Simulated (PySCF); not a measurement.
Compound: C5H9B2N.
Bonds: C1–B2, B2–C3, C3–C4 (double), C4–B5, B5–N6, B5–C7, C7–C8 (double), B2–C8. Hydrogens: H9, H10, H11 on C1; H12 on C3; H13 on C4; H14, H15 on N6; H16 on C7; H17 on C8.

Torsions of this conformer, `[CH3:1][B:2]1[CH:3]=[CH:4][B:5]([NH2:6])[CH:7]=[CH:8]1`: H–N6–B5–C4 0°, H–N6–B5–C4 180°.

The closed-shell ground state was solved at several levels (PySCF, density fitting, gas phase, non-relativistic). Isolated species at its GFN2-xTB geometry, gas phase.

```
         level  basis functions  HOMO (eV)  LUMO (eV)  gap (eV)  dipole (D)
   B3LYP/pcJ-1              306      -6.97      -2.44      4.53        2.55
PBE0/def2-SVPD              232      -7.27      -2.35      4.92        2.30
```

Q: Estimate the row for PBE0/pcSseg-1, a basis of 181 functions; the other rows only guide the guess.

A: HOMO -7.24 eV, LUMO -2.32 eV, gap 4.92 eV, dipole 2.48 D.

Q: How far do the dipole and the HOMO energy spread over the levels?

A: The dipole runs from 2.30 to 2.55 D (mean 2.44 D) and the HOMO from -7.27 to -6.97 eV.
